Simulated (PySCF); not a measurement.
Compound: C3H10Si.
SMILES: `CC(C)[SiH3]`

Computed with TDDFT PBE0/def2-SVPD, vertical, gas phase, core orbitals frozen in the response (PySCF 2.14.0, density-fitted response routines). Isolated species at its PBE0-D3(BJ)/def2-SVP geometry, gas phase.

Each state is given a Gaussian of 0.4 eV full width at half maximum, with ε(max) = 2.175×10⁸ f / Δν̃ (Δν̃ the width in cm⁻¹). The width is an assumption, not a result. The curve ends short of the highest state used, and states not computed would add to its high-energy end.

```
λ (nm)  ε (L mol⁻¹ cm⁻¹)
 146.8             19723
 148.0             21845
 149.2             21814
 150.4             19388
 151.6             15313
 152.9             10438
 154.1              6569
 155.3              3756
 156.5              1968
 157.7               952
 158.9               428
 160.2               170
 161.4                75
 162.6                42
 163.8                36
 165.0                39
 166.2                43
 167.5                45
 168.7                42
 169.9                36
 171.1                28
 172.3                20
 173.5                13
 174.7                 8
 176.0                 4
 177.2                 2
 178.4                 1
 179.6                 1
 180.8                 0
 182.0                 0
```

Question: Where are the band maxima, and which computed states make them?

Answer: 167 nm (7.41 eV), ε about 45, made up of S1 (100%); 149 nm (8.34 eV), ε about 22000, made up of S4 (85%) (ε in L mol⁻¹ cm⁻¹; maxima over ε = 5, shares over 10%). The states used: S1 7.41 eV (f 0.0007); S2 8.15 eV (f 0.030); S3 8.22 eV (f 0.0022); S4 8.33 eV (f 0.280); S5 8.51 eV (f 0.018); S6 8.59 eV (f 0.047); S7 8.74 eV (f 0.054); S8 8.77 eV (f 0.0046); S9 8.87 eV (f 0.036); S10 9.05 eV (f 0.0025).

Question: What would ε be at 8.34 eV, the highest of these maxima, with half the width (0.2 eV)?

Answer: About 38300 L mol⁻¹ cm⁻¹ against 22100, a factor of about 1.7; a lone state at its own centre would give exactly 2.

Question: Coming from long wavelengths, where does ε first pass 100 L mol⁻¹ cm⁻¹?

Answer: At about 161 nm (7.70 eV), 0.29 eV above S1.

The vertical ionisation energy (ΔSCF) is 10.12 eV, 1.07 eV above S10.
